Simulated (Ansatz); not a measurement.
Relaxation of CH6FOPSi (11 atoms, charge 0, multiplicity 1), to a largest force component of 0.015 eV/Å in at most 40 steps.

The calculation used Ansatz, RKS PBE0-D4/def2-SVP.

```xyz
11
Properties=species:S:1:pos:R:3
C -1.489 0.865 -0.498
O -0.638 -0.177 -0.373
Si 0.872 0.158 0.145
F 0.873 1.114 1.441
P 1.852 -1.760 0.702
H -2.487 0.531 -0.885
H -1.704 1.395 0.459
H -1.132 1.663 -1.242
H 1.674 0.856 -0.868
H 2.970 -1.611 -0.086
H 2.468 -1.262 1.907
```

**Question.** Where does it end, and by what steps?

**Answer.** It converged. The force dipped under the threshold on the way, but the program's further checks kept it going. After 31 steps the energy has fallen by 0.314 eV; H11 moved furthest, 1.12 Å.

```csv
step,energy less start (eV),largest force component (eV/Å),accepted
0,0.0000,2.440,yes
2,-0.2479,0.326,yes
4,-0.2639,0.280,yes
6,-0.2702,0.015,yes
8,-0.2712,0.045,yes
10,-0.2722,0.054,yes
12,-0.2742,0.389,no
14,-0.2837,0.090,yes
16,-0.2885,0.437,no
18,-0.2999,0.086,yes
20,-0.3015,0.403,no
22,-0.3112,0.039,yes
24,-0.3121,0.077,yes
26,-0.3132,0.067,yes
28,-0.3139,0.034,yes
30,-0.3140,0.016,yes
31,-0.3140,0.010,yes
```

```xyz
11
Properties=species:S:1:pos:R:3
C -1.543 0.869 -0.402
O -0.548 -0.077 -0.107
Si 1.068 0.223 -0.009
F 1.345 1.257 1.217
P 2.039 -1.767 0.318
H -2.487 0.337 -0.593
H -1.701 1.564 0.440
H -1.296 1.463 -1.301
H 1.567 0.915 -1.233
H 3.271 -1.161 0.715
H 1.544 -1.849 1.656
```

Run time: 51 s on 2 threads of Intel(R) Xeon(R) 6975P-C (Granite Rapids), on a shared host, peak memory 0.25 GiB.
